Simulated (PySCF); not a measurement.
## SMILES B([C@]1(C=C)C[C@@H]1F)(Cl)Cl, C$_{5}$H$_{6}$BCl$_{2}$F

Molfile (atoms numbered from 1):
```
C5H6BCl2F
     RDKit          3D

 15 15  0  0  0  0  0  0  0  0999 V2000
    2.1457   -0.5375   -0.1030 C   0  0  0  0  0  0  0  0  0  0  0  0
    1.1313   -0.1378    0.6405 C   0  0  0  0  0  0  0  0  0  0  0  0
   -0.2176    0.2287    0.1074 C   0  0  1  0  0  0  0  0  0  0  0  0
   -0.5811    1.7588    0.1469 B   0  0  0  0  0  0  0  0  0  0  0  0
   -1.9020    2.3921   -0.7450 Cl  0  0  0  0  0  0  0  0  0  0  0  0
    0.3817    2.8413    1.0743 Cl  0  0  0  0  0  0  0  0  0  0  0  0
   -0.8073   -0.6484   -0.9921 C   0  0  0  0  0  0  0  0  0  0  0  0
   -1.3051   -0.7995    0.3927 C   0  0  2  0  0  0  0  0  0  0  0  0
   -2.5591   -0.3780    0.7001 F   0  0  0  0  0  0  0  0  0  0  0  0
    2.0665   -0.6346   -1.1731 H   0  0  0  0  0  0  0  0  0  0  0  0
    3.1021   -0.7755    0.3288 H   0  0  0  0  0  0  0  0  0  0  0  0
    1.2427   -0.0292    1.7112 H   0  0  0  0  0  0  0  0  0  0  0  0
   -1.4603   -0.1687   -1.7045 H   0  0  0  0  0  0  0  0  0  0  0  0
   -0.1917   -1.4362   -1.3955 H   0  0  0  0  0  0  0  0  0  0  0  0
   -1.0501   -1.6675    0.9894 H   0  0  0  0  0  0  0  0  0  0  0  0
  1  2  2  0
  2  3  1  0
  3  4  1  6
  4  5  1  0
  4  6  1  0
  3  7  1  0
  7  8  1  0
  8  9  1  0
  8  3  1  0
  1 10  1  0
  1 11  1  0
  2 12  1  0
  7 13  1  0
  7 14  1  0
  8 15  1  1
M  END
```

Theory: TDDFT PBE0/def2-SVPD circular dichroism and optical rotation, one conformer, gas phase in PySCF 2.14.0. Geometry: GFN2-xTB.

The molecule is flexible and this is one conformer; a measurement averages over conformers.

(1) Draw the ECD and absorption spectra from the lowest 8 states, each a Gaussian of half-width 0.35 eV at 1/e height.

Answers

(1) 
| E (eV) | λ (nm) | Δε (L mol⁻¹ cm⁻¹) | ε (L mol⁻¹ cm⁻¹) |
| --- | --- | --- | --- |
| 4.63 | 268 | -0.08 | 56.5 |
| 4.78 | 259 | -0.22 | 160 |
| 4.93 | 251 | -0.43 | 314 |
| 5.08 | 244 | -0.58 | 426 |
| 5.23 | 237 | -0.52 | 402 |
| 5.38 | 230 | -0.20 | 267 |
| 5.53 | 224 | +0.43 | 161 |
| 5.68 | 218 | +1.71 | 271 |
| 5.83 | 213 | +4.53 | 926 |
| 5.98 | 207 | +9.78 | 2570 |
| 6.13 | 202 | +15.80 | 5180 |
| 6.28 | 197 | +15.43 | 7810 |
| 6.43 | 193 | +1.27 | 9600 |
| 6.58 | 188 | -22.73 | 10700 |
| 6.73 | 184 | -42.15 | 11500 |
| 6.88 | 180 | -47.69 | 11600 |

Δε uses R in velocity form, ε uses f in length form. Only the states computed contribute, so the short-wavelength end is incomplete.
